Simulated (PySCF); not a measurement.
Si(NH2)4 (H₈N₄Si), SMILES N[Si](N)(N)N. The structure is a stationary point at PBE-D3(BJ)/def2-SVP. The values are those of a single conformer.

### Question
Give the equilibrium geometry at PBE-D3(BJ)/def2-SVP (PySCF confirms it by a frequency run) as Cartesian coordinates in Å, and its point group. (An estimate is asked for; the answer gives what the named calculation found.)

### Answer
Several could match; the one computed here: point group S4.
```xyz
13

N      1.3576     0.0392     1.0980
Si     0.0000     0.0000     0.0000
N     -0.0392     1.3576    -1.0980
N     -1.3576    -0.0392     1.0980
N      0.0392    -1.3576    -1.0980
H      2.2912     0.1561     0.6963
H      1.3853    -0.6616     1.8440
H     -0.1561     2.2912    -0.6963
H      0.6616     1.3853    -1.8440
H     -2.2912    -0.1561     0.6963
H     -1.3853     0.6616     1.8440
H     -0.6616    -1.3853    -1.8440
H      0.1561    -2.2912    -0.6963
```
Charge 0, spin multiplicity 1.
